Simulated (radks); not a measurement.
Question: Coherent X-ray form factor from a spherical all-electron density. Method: Dirac Kohn-Sham, LB94 model potential, spin-unpolarised, spherical densities, finite nucleus; Fermi nuclear charge, rms radius of each element as measured or else 0.836 A^(1/3) + 0.57 fm; computed with a radial shooting solver on a logarithmic mesh with Libxc functionals.

sin(theta)/lambda (1/angstrom)  f0 (electrons)
0.05                                    48.841
0.1                                     48.367
0.15                                    47.596
0.2                                     46.551
0.25                                    45.266
0.3                                     43.778
0.4                                     40.367
0.5                                     36.661
0.6                                     32.974
0.8                                     26.510
1                                       21.825
1.25                                    18.135
1.5                                     15.795
2                                       12.227

The species is in the configuration that NIST lists as its ground one. Which atom or ion scatters so?

Answer: The dysprosium ion Dy17+, [Kr] 4d10 4f3. Extrapolating in s^2 from the first two rows gives f0(0) = 49.0, near the electron count 49; among species with that count, the fall with angle is slower the higher Z, and the table is that of Z = 66; from so few rows the species is fixed only to a neighbour or two.
